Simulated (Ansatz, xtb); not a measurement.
# Ranking isomers of C5H10Si

3 gas-phase structures of C5H10Si, from a drawn sample of its isomers (lower ones may exist). Each was relaxed with GFN2-xTB; where two conformers were screened, the lower at r2SCAN-D4/def2-SVP is listed:

A. `C=CC1([SiH3])CC1`, a singlet
B. `C=C[C@@H]1C[C@@H]1[SiH3]`, a singlet
C. `C=C[C@@H]1C[C@H]1[SiH3]`, a singlet

Task: Make a reasoned guess at their ranking by r2SCAN-D4/def2-SVP single-point energy.

Result: Calculated order at r2SCAN-D4/def2-SVP: C (0.000), B (0.055), A (0.101) eV.

Energies above the lowest of each column, in eV; the last columns are at PBE-D3(BJ)/def2-SVP geometries:

| structure | GFN2-xTB | HF/STO-3G | r2SCAN-D4/def2-SVP | PBE-D3(BJ)/def2-SVP | CCSD(T)/def2-SVP + ΔMP2/def2-TZVPP |
| --- | --- | --- | --- | --- | --- |
| C | 0.000 | 0.000 | 0.000 | 0.000 | 0.000 |
| B | 0.016 | 0.061 | 0.055 | 0.040 | 0.047 |
| A | 0.079 | 0.140 | 0.101 | 0.083 | 0.055 |

Every level run on C puts it lowest or level with the lowest. Flexible structures stand in one conformer each, not always the lowest. ΔMP2 is the change of the MP2 energy from the smaller to the larger basis.

Programs: Ansatz 0.2.0, xtb 6.7.1.
